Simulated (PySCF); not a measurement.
# Ionisation energy of Os⁵¹⁺ by level of theory

Os⁵¹⁺ [Ar] 3d7 [3d3/2^4 3d5/2^3, M_J = 9/2] → Os⁵²⁺ [Ar] 3d6 [3d3/2^4 3d5/2^2, M_J = 4], as a difference of total energies. Computed with PySCF 2.14 in an uncontracted even-tempered set (15 s from 14 bohr⁻², ratio 2.8; 13 p from 18 bohr⁻², ratio 2.8; 8 d from 18 bohr⁻², ratio 2.8; 3 f from 62 bohr⁻², ratio 3), with the two-component X2C-1e Hamiltonian. Correlated levels: [Ne] frozen; the 78 highest virtual spinors dropped. "Screened" scales the spin-orbit matrix elements by Boettger's factors to mimic the two-electron term; Breit and QED terms are absent.

```
                    method  ionisation energy (eV)
           GHF (spin-free)                  4802.3
          GMP2 (spin-free)                  4803.2
 GHF (screened spin-orbit)                  4781.3
GMP2 (screened spin-orbit)                  4781.5
```

Breit and QED terms and the two-electron picture change are absent.

The spin-free rows relax to the high-spin LS determinant and lack the spin-orbit shift.

The labels give the starting determinants; with spin-orbit coupling the two ends relaxed to ⟨J²⟩ = 24.75, ⟨L²⟩ = 16.05, ⟨S²⟩ = 2.53 and ⟨J²⟩ = 20.01, ⟨L²⟩ = 12.99, ⟨S²⟩ = 2.87.

For comparison: 4779 ± 4 eV (theoretical estimate listed by NIST; NIST Atomic Spectra Database, ionization energies).
